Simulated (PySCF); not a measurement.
C5H12Zn, SMILES [CH3][Zn][C](C)(C)C (GFN2-xTB optimised geometry):

```
18

Zn     0.640     0.065     0.000
C      2.709     0.065     0.000
H      3.103     0.987    -0.417
H      3.108    -0.755    -0.590
H      3.106    -0.034     1.006
C     -1.443     0.106    -0.002
C     -2.014    -1.314     0.001
C     -1.957     0.841     1.239
C     -1.954     0.835    -1.247
H     -3.108    -1.282     0.000
H     -1.697    -1.865     0.886
H     -1.696    -1.869    -0.881
H     -1.640     0.341     2.153
H     -1.595     1.869     1.267
H     -3.050     0.871     1.235
H     -1.594     1.863    -1.278
H     -1.634     0.332    -2.159
H     -3.048     0.864    -1.247
```

Level of theory: PySCF with CAM-B3LYP/def2-SVP.

What are the frontier orbital energies and the dipole moment?

HOMO-2 -10.33 eV, HOMO-1 -9.63 eV, HOMO -7.45 eV, LUMO 0.92 eV, LUMO+1 2.25 eV; dipole moment 0.12 D.

On the same geometry PBE/def2-SVP (PySCF 2.14.0) gives HOMO-2 -7.54 eV, HOMO-1 -7.00 eV, HOMO -5.15 eV, LUMO -0.64 eV, LUMO+1 0.35 eV; dipole moment 0.11 D.

Meta-Löwdin charges at CAM-B3LYP/def2-SVP: Zn1 0.96, C2 -0.77, H3 0.09, H4 0.09, H5 0.09, C6 -0.34, C7 -0.29, C8 -0.29, C9 -0.29, H10 0.08, H11 0.08, H12 0.08, H13 0.08, H14 0.08, H15 0.08, H16 0.08, H17 0.08, H18 0.08.
